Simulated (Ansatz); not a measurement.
Sn18H28, relaxed as a singlet with RKS PBE-D4/def2-SVP in Ansatz, starting from a model built from a lattice or polyhedron. Force threshold 0.03 eV/Å.

In the def2 sets Sn takes a core potential; there is no spin–orbit coupling. Single mean-field runs in def2-SVP are fitted with def2-universal-jkfit. In the singlet geometry the species has come apart into loosely held pieces. Another isomer (singlet) lies 0.40 eV lower at PBE0-D4/def2-TZVP; other spin states weren't run for this one.

Start:

```xyz
46

Sn    2.795   -0.050    0.024
Sn   -0.945   -2.576   -4.643
Sn    2.859    3.906    2.344
Sn   -0.897    1.357   -2.298
Sn    2.774   -0.090    4.610
Sn   -0.994   -2.633   -0.026
Sn   -0.926    1.324    2.285
Sn   -4.705   -1.202   -2.368
Sn    3.837    2.568    0.030
Sn    3.695   -1.415    2.309
Sn    3.744    2.511    4.671
Sn    0.014    0.030   -4.578
Sn   -0.040   -3.973   -2.339
Sn   -3.739   -2.549   -4.643
Sn    0.063    3.942    2.326
Sn   -3.696    1.420   -2.316
Sn   -0.063   -0.034    4.588
Sn   -3.795   -2.559   -0.066
H     3.372   -0.890   -1.382
H    -0.360   -3.416   -6.027
H     3.473    5.516    2.384
H    -0.273    2.983   -2.282
H     3.311   -0.912    6.036
H    -0.457   -3.450    1.373
H    -2.656    1.369    2.266
H    -6.400   -1.181   -2.346
H     5.514    2.531    0.064
H     3.275    3.394   -1.331
H     5.407   -1.446    2.349
H     3.083   -3.026    2.291
H     5.461    2.500    4.672
H     3.192    3.373    6.072
H     1.776    0.014   -4.561
H    -0.505    0.857   -6.001
H     1.647   -3.987   -2.330
H    -0.645   -5.569   -2.332
H    -4.307   -1.711   -6.029
H    -4.367   -4.155   -4.679
H    -0.484    4.791    0.931
H    -0.519    4.743    3.729
H    -4.222    2.237   -3.683
H    -4.289    2.261   -0.899
H    -0.639   -1.630    4.562
H    -0.616    0.765    5.980
H    -4.402   -4.179   -0.085
H    -4.353   -1.760    1.344
```

```json
{"step": "1", "energy (eV)": "-105423.9779", "largest force component (eV/Å)": "0.983", "SCF passes": "46"}
{"step": "2", "energy (eV)": "-105424.5497", "largest force component (eV/Å)": "0.870", "SCF passes": "31"}
{"step": "3", "energy (eV)": "-105425.2130", "largest force component (eV/Å)": "0.326", "SCF passes": "25"}
{"step": "4", "energy (eV)": "-105425.8480", "largest force component (eV/Å)": "0.402", "SCF passes": "22"}
{"step": "5", "energy (eV)": "-105426.4195", "largest force component (eV/Å)": "0.463", "SCF passes": "21"}
{"step": "6", "energy (eV)": "-105426.9157", "largest force component (eV/Å)": "0.458", "SCF passes": "20"}
{"step": "7", "energy (eV)": "-105427.4499", "largest force component (eV/Å)": "0.446", "SCF passes": "19"}
{"step": "8", "energy (eV)": "-105427.9008", "largest force component (eV/Å)": "0.312", "SCF passes": "20"}
{"step": "9", "energy (eV)": "-105428.0937", "largest force component (eV/Å)": "0.161", "SCF passes": "19"}
{"step": "10", "energy (eV)": "-105428.1548", "largest force component (eV/Å)": "0.109", "SCF passes": "19"}
{"step": "11", "energy (eV)": "-105428.1671", "largest force component (eV/Å)": "0.035", "SCF passes": "20"}
{"step": "12", "energy (eV)": "-105428.1707", "largest force component (eV/Å)": "0.006", "SCF passes": "20"}
```

Force components are those of the run's own axes.

End:

```csv
atom,x (Å),y (Å),z (Å)
Sn1,2.230,0.288,0.611
Sn2,-1.072,-2.731,-4.870
Sn3,3.044,4.074,2.540
Sn4,-1.030,0.521,-2.021
Sn5,2.935,-0.027,4.866
Sn6,-1.093,-1.962,-0.615
Sn7,-0.100,1.149,2.019
Sn8,-4.914,-1.310,-2.533
Sn9,3.757,2.630,0.225
Sn10,3.651,-1.305,2.458
Sn11,3.890,2.632,4.817
Sn12,-0.053,-0.118,-4.591
Sn13,-0.145,-3.871,-2.465
Sn14,-3.895,-2.630,-4.814
Sn15,0.235,3.931,2.357
Sn16,-3.738,1.246,-2.348
Sn17,0.130,-0.004,4.584
Sn18,-3.834,-2.510,-0.223
H19,1.859,-0.544,-0.876
H20,-0.529,-3.556,-6.302
H21,3.672,5.695,2.587
H22,-0.085,1.742,-1.209
H23,3.499,-0.841,6.297
H24,-0.178,-1.927,0.870
H25,-1.584,0.727,1.205
H26,-6.653,-1.291,-2.576
H27,5.455,2.290,0.112
H28,3.288,3.491,-1.208
H29,5.358,-1.300,2.144
H30,3.110,-2.954,2.452
H31,5.628,2.614,4.868
H32,3.351,3.458,6.249
H33,1.682,-0.124,-4.651
H34,-0.626,0.989,-5.800
H35,1.587,-3.981,-2.463
H36,-0.782,-5.456,-2.152
H37,-4.466,-1.822,-6.244
H38,-4.524,-4.250,-4.863
H39,-0.342,4.834,0.990
H40,-0.586,4.518,3.769
H41,-3.985,2.230,-3.756
H42,-4.356,2.110,-0.976
H43,-0.505,-1.620,4.636
H44,-0.687,0.931,5.797
H45,-4.147,-4.213,-0.110
H46,-4.455,-1.756,1.213
```

Bonds formed: Sn1–Sn7, Sn4–Sn6 (atoms count from 1).

No frequencies were taken in this run, so the end may be a saddle point.

It took 64 s on 4 threads of AMD EPYC 7R13 on a shared host and a share (37 GiB) of an NVIDIA H100 80GB HBM3, peak host memory 1.3 GiB.
